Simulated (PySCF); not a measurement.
**Two-dimensional NMR puzzle**

Compound of formula C₈H₄ClF₂N. Correlations simulated from computed shifts and the bond graph:

HSQC (one-bond C–H):
```csv
δH,δC
8.24,135.6
7.97,140.1
7.95,140.0
7.47,118.6
```

COSY cross peaks (H two or three bonds apart, from the bond graph; peaks can be absent where the dihedral angle is near 90°):
```csv
δH,δH
8.24,7.95
```

HMBC (two and three bonds, from the bond graph):
```csv
δH,δC
8.24,"149.6, 144.4, 140.0, 118.6, 117.2"
7.97,"149.6, 144.4, 140.0, 120.8, 117.2"
7.95,"149.6, 144.4, 140.1, 135.6"
7.47,"144.4, 135.6, 117.2"
```

Carbons without hydrogens: δ 149.6, 144.4, 120.8, 117.2.

- σ from GIAO-PBE0/pcSseg-1
- structure optimised with GFN2-xTB
- run in PySCF 2.14
- one averaged value for each set of equivalent atoms, non-relativistic, isolated molecule, one conformer

Referencing at the same level of theory: TMS for $^{1}$H (σ = 31.72 ppm), $^{13}$C (σ = 186.93 ppm).

Exchangeable hydrogens are left out of these lists.

Problem. Assemble the structure.

Solution. SMILES N#Cc1cc(Cl)ccc1C(F)F.

Numbering as in the mapped SMILES `[N:1]#[C:2][c:3]1[cH:4][c:5]([Cl:6])[cH:7][cH:8][c:9]1[CH:10]([F:11])[F:12]` (H(Xn): hydrogen on atom n).

δC 149.6 is C5, an aromatic carbon bearing chlorine. δC 144.4 is C9, a substituted aromatic carbon. δC 140.1 is C4, an aromatic CH (δH 7.97). δC 140.0 is C7, an aromatic CH (δH 7.95). δC 135.6 is C8, an aromatic CH (δH 8.24). δC 120.8 is C2, a nitrile carbon. δC 118.6 is C10, an sp3 CH bonded to 2 F, on an aromatic ring (δH 7.47). δC 117.2 is C3, a substituted aromatic carbon. HMBC from δH 8.24 reaches the proton-free carbons C5, C9, C3. HMBC from δH 7.97 reaches the proton-free carbons C5, C9, C2, C3. HMBC from δH 7.95 reaches the proton-free carbons C5, C9. HMBC from δH 7.47 reaches the proton-free carbons C9, C3. COSY links 8.24–7.95.

This is the structure that produced the data.

Carbons that carry Cl, above all several Cl atoms, come out too deshielded, partly because spin–orbit coupling is missing. Shifts are as computed. Against solution values, carbons near 30 ppm lie about +3 ppm off and those near 130 ppm about +5 ppm; carbons on Cl a further +6 ppm. Of 1211 compounds with measured shifts, 218 miss one by over three times the rms of a fit or turn the order of signals round; such compounds aren't used in these exercises.
